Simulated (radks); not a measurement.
Values are calculated unless marked as measured or tabulated.
Dipole-allowed excitations along the series with 4 electrons in [He] 2s2. Code: a radial shooting solver on a logarithmic mesh with Libxc functionals. Model: scalar-relativistic Kohn-Sham, LDA (Slater exchange, Perdew-Wang correlation), spin-polarised, spherical densities, finite nucleus; Fermi nuclear charge, rms radius of each element as measured or else 0.836 A^(1/3) + 0.57 fm. Time-dependent linear response with the Hartree and adiabatic LDA kernel, continuum included through the Sternheimer equations, no spin-orbit coupling, so fine structure and intercombination lines are absent. Lines are the poles of the dipole polarisability below minus the highest occupied eigenvalue, found on a grid refined at the orbital gaps; the lowest seven at most are given, and weak or close lines can be missed. The first line takes the name of the lowest orbital gap if no other gap lies below it; otherwise a line is named after a gap within 0.6 % of it, if that gap stands alone.

species  -e(HOMO) (eV)  lowest orbital gap (eV)  first line (eV)      f  strongest line (eV)  its f  static alpha (bohr^3)  measured (eV)
B+              19.411              2s-2p 5.955    8.482 (2s-2p)  0.971            the first  0.971                  10.77    2s-2p 9.100
C2+             40.170              2s-2p 8.323   11.776 (2s-2p)  0.723            the first  0.723                  4.249              -
N3+             67.794             2s-2p 10.661   14.976 (2s-2p)  0.578            the first  0.578                  2.102              -
O4+             102.26             2s-2p 12.992   18.146 (2s-2p)  0.482            the first  0.482                  1.191              -
F5+             143.57             2s-2p 15.330   21.311 (2s-2p)  0.415       94.737 (2s-3p)  0.454                 0.7386              -
Ne6+            191.72             2s-2p 17.684   24.487 (2s-2p)  0.365       123.87 (2s-3p)  0.499                 0.4891              -

Measured values: term averages from the NIST Handbook of Basic Atomic Spectroscopic Data.
